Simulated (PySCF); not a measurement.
C₄H₃BrClF, SMILES C=C=C(Cl)[C@H](F)Br.

The structure is a stationary point at B3LYP-D3(BJ)/def2-SVP. The structure was generated by enumeration; whether it is a known compound was not checked. One conformer was computed; it need not be the lowest.

Computed with B3LYP/def2-TZVP run with PySCF.

The molecule is in vacuum.

Q: Estimate the frontier levels, gap, dipole moment and polarisability. (Estimate from the structure and the level; the computed values follow.)

A: 
The highest occupied level comes out as -7.48 eV. The lowest empty level is -1.63 eV, the orbital gap is 5.85 eV and the dipole moment is 0.427 e·Å. The quadrupole, principal values (traceless, Buckingham form, about the centre of nuclear charge) comes out as -9.71, -0.30, 10.01 D·Å, the mean static polarisability comes out as 85.8 bohr³ (12.72 Å³) and the polarisability, principal values is 60.8, 74.4, 122.2 bohr³.
